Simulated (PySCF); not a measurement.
# What a mistake does to a calculation on Al3H5N

Calculated results; nothing here was measured. They come from PySCF 2.14.0, an open-source quantum chemistry program, on an isolated molecule that a program drew, which may never have been made. The molecule is Al3H5N (charge 0, doublet), drawn as the SMILES string `[AlH][N]([AlH2])[AlH2]`.

Each row is a Hartree-Fock (HF) and frozen-core CCSD(T) single point in the cc-pV(D+d)Z basis, meant for a local HF minimum. Run 1 is clean. Each other run has one planted mistake out of seven kinds, and not every kind appears here: one electron removed, one electron added, multiplicity raised by two, geometry at a saddle point, minimal basis STO-3G, one bond length entered in bohr, all coordinates scaled. The reference is restricted for singlets and unrestricted otherwise, and also for a bond in bohr. Adding or removing an electron swaps singlet and doublet. Electrons count all cores. HOMO and LUMO are orbital energies over both spins, the gradient is its largest component, and the lowest frequency (negative if imaginary) is given only where the gradient is small. Bond lengths are over the 8 bonds as drawn. T1 is the CCSD diagnostic: over 0.02 (restricted) or 0.045 (unrestricted) a single reference is doubtful.

Geometry of the clean run:
```xyz
9
Al3H5N, angstrom
Al    0.8780    3.2879    0.3555
N     0.9228    1.4799    0.3969
Al   -0.3927    0.5855    1.2394
Al    2.2722    0.5870   -0.3983
H     2.0612    4.0587   -0.3855
H    -1.5571    1.4005    1.9292
H    -0.3781   -0.9912    1.2853
H     2.2995   -0.9902   -0.3410
H     3.4111    1.3844   -1.1434
```

| run | electrons | basis functions | <S^2> | HOMO (eV) | LUMO (eV) | gradient (hartree/bohr) | lowest frequency (cm^-1) | mean bond (Å) | longest bond (Å) | T1 | HF (hartree) | CCSD(T) (hartree) | mistake |
|---|---|---|---|---|---|---|---|---|---|---|---|---|---|
| 1 | 51 | 108 | 0.755 | -8.02 | 1.17 | 1.9e-05 | 53 | 1.6650 | 1.809 | 0.0160 | -783.17220 | -783.57857 | no fault |
| 2 | 50 | 108 | 0.000 | -15.06 | -6.50 | 5.7e-02 | - | 1.6650 | 1.809 | 0.0186 | -782.90500 | -783.30960 | one electron removed |
| 3 | 51 | 108 | 3.760 | -5.16 | -3.00 | 4.9e-02 | - | 1.6650 | 1.809 | 0.0608 | -782.96189 | -783.37164 | multiplicity raised by two |
| 4 | 51 | 37 | 0.756 | -3.96 | 8.03 | 4.3e-02 | - | 1.6650 | 1.809 | 0.0197 | -773.69325 | -773.88514 | minimal basis STO-3G |
| 5 | 51 | 108 | 0.758 | -8.20 | 1.06 | 2.7e-02 | - | 1.7599 | 1.912 | 0.0181 | -783.15013 | -783.56409 | ? |

**Which mistake was planted in run 5, and what did it cost?**

The mean and the longest bond both change by the same factor, 1.057, and the gradient is no longer small. So the mistake is: all coordinates scaled. Subtracting run 1 and multiplying by 627.51 kcal/mol a hartree, the energy moved by 13.8 kcal/mol in HF and 9.1 kcal/mol in CCSD(T).

Cautions from the logs. Run 3: T1 is over the limit, so its CCSD(T) energy is less reliable.
